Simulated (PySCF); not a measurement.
Al(H)2(Et) (C₂H₇Al), SMILES [CH2](C)[AlH2].

Coordinates come from a B3LYP-D3(BJ)/def2-SVP optimisation.

Level of theory: B3LYP/def2-TZVPD (PySCF).

Estimate the frontier levels, gap, dipole moment and polarisability. (The exact figures need the calculation; the answer reports its results.)


```yaml
highest_occupied_level: -7.35 eV
lowest_empty_level: -1.54 eV
orbital_gap: 5.80 eV
dipole_moment: 0.72 D
quadrupole, principal values (traceless, Buckingham form, about the centre of nuclear charge): -4.58, -2.80, 7.39 D·Å
mean_static_polarisability: 57.2 bohr³ (8.47 Å³)
polarisability_principal_values: 47.4, 57.0, 67.1 bohr³
```
